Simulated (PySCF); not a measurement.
Computed Raman spectrum (relative Raman activity) of a molecule CH5ClF2Si2. Coordinates come from a B3LYP-D3(BJ)/def2-SVP optimisation. Other conformers were not sampled. Level of theory: PySCF with B3LYP-D3(BJ)/def2-SVP. Frequencies are harmonic and unscaled.

Lines under 2 % of the strongest are left out, and lines within 2 cm⁻¹ are merged.

| ν (cm⁻¹) | relative intensity |
|---|---|
| 409 | 7.1 |
| 511 | 4.9 |
| 526 | 5.4 |
| 708 | 2.4 |
| 938 | 10 |
| 943 | 11 |
| 1227 | 3.5 |
| 1444 | 5.9 |
| 2222 | 100 |
| 2235 | 57 |
| 2242 | 60 |
| 3030 | 64 |
| 3091 | 47 |

Question: Which structure fits?
A. F[SiH](F)C[SiH2]Cl
B. C[Si@H](F)[Si@H](F)Cl
C. FC[Si@](F)([SiH3])Cl
D. FC(F)[SiH2][SiH2]Cl

Answer: C, FC[Si@](F)([SiH3])Cl
